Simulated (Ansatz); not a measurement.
Input file for Ansatz (a first-principles code): R-r2SCAN/def2-TZVPPD on CH3NO (a complex), monomers drawn apart or pushed together. Files ending in .json are basis or fitting sets from the Basis Set Exchange.

Ansatz 0.2 input:
```yaml
crystal:
  periodic: [false, false, false]
  atoms:
    - {symbol: O, position_ang: [-0.08341499, -0.07770817, -0.10327484]}
    - {symbol: H, position_ang: [0.70905031, -0.23245263, -0.62766798]}
    - {symbol: H, position_ang: [-0.82821435, -0.23088250, -0.69383275]}
    - {symbol: C, position_ang: [-0.28732903, -0.35211455, 4.57731358]}
    - {symbol: N, position_ang: [-0.33626531, -0.43888442, 5.72004954]}
    - {symbol: H, position_ang: [-0.24127654, -0.27387910, 3.50396416]}
basis:
  gaussian:
    orbitals: def2-TZVPPD.json
hamiltonian:
  xc: {name: r2SCAN}
scf: {lower_state_search: off}
```

The log:

```
WARN ansatz: RAYON_NUM_THREADS=1 ignored (pool sized by the plan → 1); use --threads N
Functional definition: r2SCAN
these checks for a lower state are left out or cut short: stability, starts, cluster_reference, orbital_swaps, neighbouring_geometries, increment
integrals: 0.04 GiB planned
714 factors; their error is unknown
mean field: 0.42 GiB planned
mean field evaluation 1: about -4612.7754 eV, gradient 7.0e1 eV
mean field evaluation 2: about -4589.4885 eV, gradient 1.3e2 eV
mean field evaluation 4: about -4620.9884 eV, gradient 1.5e1 eV
mean field evaluation 8: about -4621.3858 eV, gradient 4.0e-1 eV
mean field evaluation 16: about -4621.3860 eV, gradient 1.0e-5 eV
mean field -4621.38598223 eV, -169.8328023591 hartree, gradient 8.0e-7 eV, S^2 0.000000; 0 other end points of the search recorded, 0 dependent functions left out
reference -4621.38599998 eV, -169.8328030112 hartree; 12, 12 occupied and 153, 153 virtual orbitals, 714 factors
Total energy: -4621.38599998 eV, -169.8328030112 hartree
Checks for a lower state left out: stability, starts, cluster_reference, orbital_swaps, neighbouring_geometries, increment
```

The calculation finished and met its thresholds.

Cost: around 1.6 core-seconds (rough).
